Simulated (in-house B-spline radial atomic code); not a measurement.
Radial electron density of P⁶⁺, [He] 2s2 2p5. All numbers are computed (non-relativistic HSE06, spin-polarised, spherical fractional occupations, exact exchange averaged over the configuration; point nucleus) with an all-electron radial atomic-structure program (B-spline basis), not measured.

Columns: r (bohr), 4πr²n(r) (electrons per bohr), bar.

```
 0.00389   0.3705 #
 0.00453   0.4929 #
 0.00528   0.6548 ##
 0.00615   0.8654 ##
 0.00717    1.141 ###
 0.00836    1.497 ####
 0.00974    1.949 #####
  0.0113    2.503 ######
  0.0132    3.227 ########
  0.0154    4.112 ###########
   0.018    5.197 #############
  0.0209    6.425 #################
  0.0244    7.888 ####################
  0.0284    9.485 #########################
  0.0331     11.2 #############################
  0.0386    12.94 #################################
  0.0449    14.54 ######################################
  0.0524    15.88 #########################################
   0.061    16.75 ###########################################
  0.0711    17.01 ############################################
  0.0829    16.57 ###########################################
  0.0966    15.46 ########################################
   0.113    13.85 ####################################
   0.131    12.22 ################################
   0.153    10.83 ############################
   0.178    10.18 ##########################
   0.207    10.42 ###########################
   0.242     11.5 ##############################
   0.282    12.94 #################################
   0.328    14.09 ####################################
   0.382    14.35 #####################################
   0.446    13.33 ##################################
   0.519    11.16 #############################
   0.605    8.274 #####################
   0.705    5.364 ##############
   0.822    2.976 ########
   0.957    1.397 ####
    1.12    0.521 #
     1.3   0.1634 
    1.51   0.0394 
    1.77 0.006331
```

On this grid the curve has 2 maxima, near 0.0711, 0.382 bohr.

The 2s up radial function P(r) = rR(r), positive near the nucleus:

```
r (bohr)         P
 0.00133   0.04135
 0.00181   0.05586
 0.00246   0.07518
 0.00334    0.1007
 0.00453    0.1342
 0.00615    0.1777
 0.00836    0.2335
  0.0113    0.3015
  0.0154    0.3854
  0.0209    0.4791
  0.0284     0.576
  0.0386    0.6584
  0.0524    0.6969
  0.0711    0.6497
  0.0966    0.4678
   0.131    0.1188
   0.178   -0.3871
   0.242    -0.948
   0.328    -1.369
   0.446    -1.465
   0.605    -1.184
   0.822   -0.6962
    1.12   -0.2736
    1.51  -0.06748
```
